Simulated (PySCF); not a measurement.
**Correlation energy of Mn³⁺ (manganese, charge +3)**

[Ar] 3d4, high-spin 5D determinant. Computed with PySCF 2.14 in aug-cc-pwCVTZ-DK with one added diffuse shell each of s, p, d, f, g type (11s10p8d5f4g, 152 functions), with scalar relativity by spin-free X2C-1e. Frozen: [Ne]; 12 electrons correlated.

MP2 pair energies summed by pair of shells (mhartree):

```json
{"pair": "3p-3d", "energy": "-174.69", "share (%)": "41.6"}
{"pair": "3p-3p", "energy": "-115.62", "share (%)": "27.5"}
{"pair": "3s-3p", "energy": "-46.78", "share (%)": "11.1"}
{"pair": "3d-3d", "energy": "-43.26", "share (%)": "10.3"}
{"pair": "3s-3d", "energy": "-32.67", "share (%)": "7.8"}
{"pair": "3s-3s", "energy": "-6.85", "share (%)": "1.6"}
```

Total MP2 correlation energy: -419.87 mhartree.

Same-spin part -133.53 and opposite-spin part -286.33 mhartree; SCS-MP2 scales them by 1/3 and 6/5 to -388.11 mhartree.
